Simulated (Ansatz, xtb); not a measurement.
## GeH2OS−: which of two structures lies lower

Structure I is the doublet with the links of `[OH][GeH][S-]` and structure II is a doublet given by its coordinates. Both are isolated ions in the gas phase, relaxed with PBE0-D3(BJ)/def2-SVPD; the shapes shown needn't be the lowest conformers.

I (Å):

```xyz
5

Ge    0.6178   -0.9568   -0.1338
O     0.5575   -0.5963    1.6975
S     2.3282   -0.1075   -1.0830
H    -0.3485   -0.7161    1.9978
H    -0.7718   -0.3061   -0.5781
```

II (Å):

| atom | x (Å) | y (Å) | z (Å) |
| --- | --- | --- | --- |
| Ge | 0.5536 | 0.3861 | 1.4971 |
| O | 0.3382 | -1.1625 | 0.4244 |
| S | 1.2925 | 1.7852 | -0.3418 |
| H | 0.6938 | -0.9374 | -0.4424 |
| H | 0.0864 | 2.1098 | -0.8667 |

Close contacts (Å): Ge1–O2 1.90, Ge1–S3 2.43, O2–H4 0.96, S3–H5 1.35.

Q: Which of the two would you expect CCSD(T)/def2-SVPD + ΔMP2/def2-TZVPPD electronic energies to favour?

A: Too close to call at this level: CCSD(T)/def2-SVPD + ΔMP2/def2-TZVPPD gives E(II) − E(I) = +1.14 kcal/mol.

Level by level:

| level | geometry | E(II) − E(I) (kcal/mol) | departure from the last row (kcal/mol) | job, with rough time for the two |
| --- | --- | --- | --- | --- |
| GFN2-xTB | GFN2-xTB | +20.47 | +19.32 | optimisation, 0.33 s |
| HF/STO-3G | GFN2-xTB | −22.09 | −23.24 | single point, 1.1 s |
| r2SCAN-D4/def2-SVPD | GFN2-xTB | −6.64 | −7.79 | single point, 5.3 s |
| PBE0-D3(BJ)/def2-SVPD | PBE0-D3(BJ)/def2-SVPD | +0.66 | −0.49 | optimisation, 2 min |
| HF/def2-SVPD | PBE0-D3(BJ)/def2-SVPD | +1.67 | +0.53 | part of the CCSD(T) run |
| MP2/def2-SVPD | PBE0-D3(BJ)/def2-SVPD | +3.05 | +1.91 | part of the CCSD(T) run |
| CCSD(T)/def2-SVPD | PBE0-D3(BJ)/def2-SVPD | +1.22 | +0.07 | single point |
| CCSD(T)/def2-SVPD + ΔMP2/def2-TZVPPD | PBE0-D3(BJ)/def2-SVPD | +1.14 |  | single point, 63 s |

HF/STO-3G, r2SCAN-D4/def2-SVPD put the two in the other order. The largest departure from CCSD(T)/def2-SVPD + ΔMP2/def2-TZVPPD is that of HF/STO-3G, 23.24 kcal/mol. The last row adds to CCSD(T) the change of the MP2 difference between the two basis sets, here −0.07 kcal/mol.

With harmonic frequencies from PBE0-D3(BJ)/def2-SVPD (ideal gas, rigid rotor, one conformer each, 298.15 K, 1 atm): on the last row, ΔE + ΔZPE = +1.50, ΔH = +1.77, ΔG = +1.24 kcal/mol.

Open shells are spin-unrestricted. The correlated steps freeze 15 core orbitals; the filled d shell of Ge is correlated, in a basis made for valence electrons. Programs: Ansatz 0.2.0, xtb 6.7.1; the last row on 2 threads of Intel(R) Xeon(R) Platinum 8259CL CPU @ 2.50GHz (Skylake/Cascade Lake) on a shared host.
